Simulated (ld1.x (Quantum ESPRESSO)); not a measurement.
u(r) = r·R(r): atom against pseudo-atom (Hf (Z = 72))

Columns: radius, all-electron u(r) and pseudo u(r) of the 6s shell (level -8.00 eV) of hafnium in the configuration [Xe] 4f14 5d2 6s1.5 6p0; PW91, scalar-relativistic, TM semilocal scheme, ld1.x (Quantum ESPRESSO) 7.5.

```json
{"r (bohr)": "0.160", "all-electron": "0.1246", "pseudo": "-0.0154"}
{"r (bohr)": "0.320", "all-electron": "-0.1573", "pseudo": "-0.0315"}
{"r (bohr)": "0.480", "all-electron": "-0.0903", "pseudo": "-0.0494"}
{"r (bohr)": "0.640", "all-electron": "0.1432", "pseudo": "-0.0698"}
{"r (bohr)": "0.800", "all-electron": "0.2793", "pseudo": "-0.0938"}
{"r (bohr)": "0.960", "all-electron": "0.2850", "pseudo": "-0.1226"}
{"r (bohr)": "1.120", "all-electron": "0.2016", "pseudo": "-0.1573"}
{"r (bohr)": "1.280", "all-electron": "0.0739", "pseudo": "-0.1991"}
{"r (bohr)": "1.440", "all-electron": "-0.0661", "pseudo": "-0.2486"}
{"r (bohr)": "1.600", "all-electron": "-0.1996", "pseudo": "-0.3057"}
{"r (bohr)": "1.760", "all-electron": "-0.3167", "pseudo": "-0.3685"}
{"r (bohr)": "1.920", "all-electron": "-0.4136", "pseudo": "-0.4335"}
{"r (bohr)": "2.080", "all-electron": "-0.4900", "pseudo": "-0.4952"}
{"r (bohr)": "2.240", "all-electron": "-0.5471", "pseudo": "-0.5478"}
{"r (bohr)": "2.400", "all-electron": "-0.5871", "pseudo": "-0.5872"}
{"r (bohr)": "2.560", "all-electron": "-0.6123", "pseudo": "-0.6123"}
{"r (bohr)": "2.720", "all-electron": "-0.6250", "pseudo": "-0.6250"}
{"r (bohr)": "2.880", "all-electron": "-0.6273", "pseudo": "-0.6273"}
{"r (bohr)": "3.040", "all-electron": "-0.6210", "pseudo": "-0.6210"}
{"r (bohr)": "3.200", "all-electron": "-0.6079", "pseudo": "-0.6079"}
{"r (bohr)": "3.360", "all-electron": "-0.5893", "pseudo": "-0.5893"}
{"r (bohr)": "3.520", "all-electron": "-0.5666", "pseudo": "-0.5666"}
{"r (bohr)": "3.680", "all-electron": "-0.5409", "pseudo": "-0.5409"}
{"r (bohr)": "3.840", "all-electron": "-0.5131", "pseudo": "-0.5131"}
{"r (bohr)": "4.000", "all-electron": "-0.4840", "pseudo": "-0.4840"}
{"r (bohr)": "4.160", "all-electron": "-0.4544", "pseudo": "-0.4544"}
```

Problem. How many radial nodes do the two functions have?

Solution. The all-electron 6s function has n − l − 1 = 5 (the table is too coarse to show those close to the nucleus); the pseudo-wave has 0, since the states of the same l below it are removed with the core.

Problem. At about which radius was the pseudo-wave matched?

Solution. 2.50 bohr, where the columns begin to agree (steps of 0.16 bohr).

Problem. Is the pseudo-wave norm-conserving?

Solution. Yes: the TM semilocal scheme keeps the norm inside the radius equal to the all-electron one, which fixes the energy derivative of the logarithmic derivative at the level.
